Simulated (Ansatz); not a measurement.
```yaml
crystal:
  periodic: [false, false, false]
  atoms:
    - {symbol: C, position_ang: [1.050651, -1.852968, -1.160406]}
    - {symbol: C, position_ang: [0.723442, -0.692484, -0.244288]}
    - {symbol: C, position_ang: [0.318300, 0.556499, -1.025880]}
    - {symbol: C, position_ang: [-0.081751, 1.689849, -0.091626]}
    - {symbol: C, position_ang: [-1.150575, 1.227809, 0.888137]}
    - {symbol: C, position_ang: [-0.694969, -0.034217, 1.610599]}
    - {symbol: N, position_ang: [-0.282844, -1.107306, 0.723690]}
    - {symbol: H, position_ang: [1.849601, -1.590281, -1.857306]}
    - {symbol: H, position_ang: [1.361240, -2.724696, -0.581838]}
    - {symbol: H, position_ang: [0.173505, -2.133363, -1.753513]}
    - {symbol: H, position_ang: [1.622824, -0.443928, 0.338266]}
    - {symbol: H, position_ang: [-0.527571, 0.299793, -1.678210]}
    - {symbol: H, position_ang: [1.137905, 0.869473, -1.681491]}
    - {symbol: H, position_ang: [-0.427408, 2.555754, -0.663566]}
    - {symbol: H, position_ang: [0.800991, 2.020536, 0.470510]}
    - {symbol: H, position_ang: [-1.380684, 2.016111, 1.612302]}
    - {symbol: H, position_ang: [-2.079792, 1.015306, 0.344211]}
    - {symbol: H, position_ang: [-1.482123, -0.411927, 2.269030]}
    - {symbol: H, position_ang: [0.159829, 0.209698, 2.254702]}
    - {symbol: H, position_ang: [-1.090560, -1.469627, 0.226668]}
basis:
  gaussian: {orbitals: cc-pVTZ-DK}
hamiltonian: {xc: {name: wB97X-D}, pseudopotentials: {relativity: none}}
```

```sh
$ ansatz run in.yaml --threads 2 --pin off --events-out ev --progress --plain --max-ram 32768MiB --backend cuda --devices 0, --max-vram 18GiB
```

Shortened log:

```
Error: YAML parse error: error: line 26 column 19: hamiltonian.xc: no functional is named "wB97X-D"; the names, which are not case-sensitive, are SVWN5, SPW92, PBE, PBE0, PBEsol, revPBE, revPBE0, RPBE, rPW86-PBE, HSE06, wPBEh, LC-wPBE, HISS, HF, BLYP, B3LYP, B3LYP5, BHLYP, CAM-B3LYP, r2SCAN, r2SCANh, r2SCAN0, r2SCAN50, m-r2SCAN, B97, wB97, wB97X, wB97X-V, B97M-V, wB97M-V, B2PLYP, B2GP-PLYP, PBE0-DH, PBE-QIDH
24 | basis:
25 |   gaussian: {orbitals: cc-pVTZ-DK}
26 | hamiltonian: {xc: {name: wB97X-D}, pseudopotentials: {relativity: none}}
```

Task: What is wrong with this run?

Result: The method's name isn't one that the program takes here. The program refused the input.

HSE06 is defined as in plane-wave codes.
